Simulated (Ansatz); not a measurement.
C₄H₁₀Zn, triplet, at a GFN2-xTB geometry (such geometries of metal compounds can be far from the true shape) (a higher spin typed on purpose: for a closed-shell molecule this is an excited state); PBE0/def2-SV(P) in Ansatz (an electronic-structure program).

The Ansatz input:
Ansatz 0.2 input:
```yaml
crystal:
  periodic: [false, false, false]
  atoms:
    - {symbol: Zn, position_ang: [-0.37528979, 0.18243967, 0.99339466]}
    - {symbol: C, position_ang: [1.69930461, -0.68589563, -0.02525953]}
    - {symbol: C, position_ang: [1.52989648, -2.16325062, -0.19280947]}
    - {symbol: H, position_ang: [2.43563050, -0.40861454, 0.72142499]}
    - {symbol: H, position_ang: [1.83102170, -0.14668714, -0.95367365]}
    - {symbol: H, position_ang: [0.73111761, -2.39310900, -0.89637408]}
    - {symbol: H, position_ang: [1.31002125, -2.64887367, 0.75799703]}
    - {symbol: H, position_ang: [2.44888771, -2.61766265, -0.58457780]}
    - {symbol: C, position_ang: [-1.18070437, 0.43394040, -1.32714972]}
    - {symbol: C, position_ang: [-0.78886695, 1.80282015, -1.78750946]}
    - {symbol: H, position_ang: [-2.24946250, 0.30148551, -1.19762412]}
    - {symbol: H, position_ang: [-0.73181495, -0.36987472, -1.89486316]}
    - {symbol: H, position_ang: [0.29386078, 1.91129168, -1.83095053]}
    - {symbol: H, position_ang: [-1.19244613, 2.57397888, -1.13126329]}
    - {symbol: H, position_ang: [-1.17590079, 1.99918975, -2.79556629]}
basis:
  gaussian:
    orbitals: def2-SV_P_.json
hamiltonian:
  xc: pbe0
magnetization: {spin_polarized: true, initial_magnetization: 2}
```
The basis file holds def2-SV(P) in the JSON format of the Basis Set Exchange.

Q: Predict the main parts of the log of this Ansatz run.

A: 
```
Functional definition: PBE0
1164 factors; integrals over basis functions are off by at most 7.4e-4 eV
mean field evaluation 1: about -52692.3199 eV, gradient 4.9e1 eV
mean field evaluation 2: about -52682.7203 eV, gradient 6.4e1 eV
mean field evaluation 4: about -52704.5996 eV, gradient 3.7e0 eV
mean field evaluation 8: about -52704.9897 eV, gradient 2.3e-1 eV
mean field evaluation 16: about -52704.9903 eV, gradient 6.7e-4 eV
mean field -52704.99034639 eV, -1936.8726705044 hartree, gradient 2.1e-5 eV, S^2 2.019891; 0 other end points of the search recorded, 0 dependent functions left out
reference -52704.99038780 eV, -1936.8726720262 hartree; 33, 31 occupied and 67, 69 virtual orbitals, 1164 factors
Total energy: -52704.99038780 eV, -1936.8726720262 hartree
```
